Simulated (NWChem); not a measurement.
Species: silacyclobutane (C$_{3}$H$_{8}$Si); SMILES C1CC[SiH2]1

```xyz
12

C     -0.1939     1.3395     0.0000
C      0.1580     0.4158    -1.1982
Si    -0.0693    -1.0380     0.0000
C      0.1580     0.4158     1.1982
H      0.3197     2.3160     0.0000
H     -1.2761     1.5503     0.0000
H      1.2172     0.5213    -1.4850
H     -0.4572     0.5257    -2.1023
H     -1.4563    -1.6006     0.0000
H      0.9021    -2.1780     0.0000
H      1.2172     0.5213     1.4850
H     -0.4572     0.5257     2.1023
```
Atoms are numbered in this order, from 1.

Program: NWChem. Pople sets run with spherical d functions. Structure relaxed at the PBE0/def2-SVP level. GIAO values for the isolated, static molecule; σ is the absolute isotropic shielding, δ = σ(reference) − σ with the isolated reference molecule computed at the same levels (13C: tetramethylsilane, 1H: tetramethylsilane, 29Si: tetramethylsilane).

```json
[
 {"level": "B3LYP/6-311G**", "δ C1 (ppm)": "?", "δ C2 (ppm)": "?", "δ Si3 (ppm)": "?", "δ H5 (ppm)": "?", "δ H6 (ppm)": "?", "δ H9 (ppm)": "?", "δ H10 (ppm)": "5.12"},
 {"level": "KT2/pcSseg-1", "δ C1 (ppm)": "29.1", "δ C2 (ppm)": "13.7", "δ Si3 (ppm)": "-22.1", "δ H5 (ppm)": "2.56", "δ H6 (ppm)": "2.46", "δ H9 (ppm)": "4.96", "δ H10 (ppm)": "5.12"},
 {"level": "PBE0/pcSseg-1", "δ C1 (ppm)": "25.1", "δ C2 (ppm)": "11.5", "δ Si3 (ppm)": "-23.9", "δ H5 (ppm)": "2.38", "δ H6 (ppm)": "2.23", "δ H9 (ppm)": "4.82", "δ H10 (ppm)": "4.92"}
]
```

### Question
Some entries are withheld; supply them.

### Answer

- B3LYP/6-311G**, δ C1 (ppm): 27.0
- B3LYP/6-311G**, δ C2 (ppm): 13.0
- B3LYP/6-311G**, δ Si3 (ppm): -25.0
- B3LYP/6-311G**, δ H5 (ppm): 2.49
- B3LYP/6-311G**, δ H6 (ppm): 2.29
- B3LYP/6-311G**, δ H9 (ppm): 5.01
